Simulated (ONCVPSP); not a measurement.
# Nb, ONCV: configuration errors across variants

ONCVPSP 4.0.1 input, shortened (lines: element, Z, core and valence counts, functional; n l f; lmax; l rc ep ncon nbas qcut; lloc lpopt rc5 dvloc0; l nproj debl; icmod fcfact rcfact), PBE, fully relativistic:

```
  Nb 41.00    6    4        4      upf
    1    0    2.00
    2    0    2.00
    2    1    6.00
    3    0    2.00
    3    1    6.00
    3    2   10.00
    4    0    2.00
    4    1    6.00
    4    2    4.00
    5    0    1.00
    2
    0    1.60    0.00    4    7    6.60
    1    1.60    0.00    3    7   10.50
    2    1.60    0.00    5    9    6.90
    4    5    1.40    2.00
    0    3    3.20
    1    2    3.70
    2    3    1.60
    2    0.65    1.10
```

Open shells are filled in proportion to 2j + 1.

All-electron excitation energies from the reference (eV): (1) 4s2 4p6 4d4 5s0 6.638; (2) 4s2 4p6 4d3 5s0 20.677; (3) 4s2 4p6 4d4.5 5s0.5 0.558.

1 further variants failed, have other tests or too few solved ones, and are left out.

A true bound ghost makes a file unfit for plane-wave use even where its test errors are small: the radial tests pick states by their node count and pass the ghost by.

Errors AE − PS in meV (a dash: test not solved or not reliable):

```tsv
change	(1)	(2)	(3)	bound ghosts	GHOST(+) flags above zero
base	-0.4	+0.5	-0.3	d5/2, d3/2	s, d5/2, d3/2
s: qcut 5.3; p: qcut 8.4; d: qcut 5.5	-1.0	+0.5	-0.6	s, d5/2, d3/2	d5/2, d3/2
s: qcut 6.2; p: qcut 9.9; d: qcut 6.5	-0.6	+0.5	-0.4	d5/2, d3/2	s, d5/2, d3/2
s: qcut 7.1; p: qcut 11.3; d: qcut 7.5	+1.4	+2.8	+0.4	s, d5/2, d3/2	d5/2, d3/2
s: qcut 8.5; p: qcut 13.6; d: qcut 8.9	-0.2	+0.4	-0.2	d5/2, d3/2	s, p3/2, d5/2, p1/2, d3/2
```

**Question.** Give the same row for: s: qcut 4.4; p: qcut 7; d: qcut 4.6.

**Answer.** -1.6, -3.4, 0.0; bound ghosts: s, d3/2; GHOST(+) flags above zero: d5/2, d3/2.
